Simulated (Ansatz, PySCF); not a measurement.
Species: sum formula HBO2F, net charge -1, singlet state. It need not be the lowest isomer of its formula. Whether it binds its extra electron was not tested at this geometry. 
Coordinates optimised at B3LYP-D3(BJ)/def2-TZVP (Ansatz, a first-principles code):
```
B
O 1 1.2825
F 1 1.4072 2 125.88
O 1 1.4388 2 126.72 3 -180.00
H 4 0.9614 1 103.95 2 0.00
```
Charge -1, spin multiplicity 1.

Total electronic energies in hartree. Correlated levels leave the core frozen unless marked. No spin-orbit coupling. Non-relativistic. CBS(X,Y): correlation extrapolated as X^-3; Hartree-Fock from the larger set. The bracket is a focal-point correction in the basis named.

| level | program | energy (Eh) |
|---|---|---|
| HF-D3(BJ)/def2-TZVPD | PySCF + dftd3 | -274.75263 |
| PBE/def2-TZVPD | Ansatz | -275.78097 |
| BLYP/def2-TZVPD | Ansatz | -276.03811 |
| PBE0/def2-TZVPD | Ansatz | -275.77760 |
| wB97X-V/def2-TZVPD | Ansatz | -275.97573 |
| RI-MP2/cc-pVTZ | Ansatz | -275.55249 |
| SCS-MP2/cc-pVDZ | Ansatz | -275.23055 |
| CCSD(T)/aug-cc-pVDZ | Ansatz | -275.37576 |
| RI-MP2/CBS(aug-cc-pVTZ,aug-cc-pVQZ)+[CCSD(T)-MP2]/aug-cc-pVTZ | Ansatz | -275.7384 |

Totals of different functionals don't rank their quality; only differences between species are comparable.
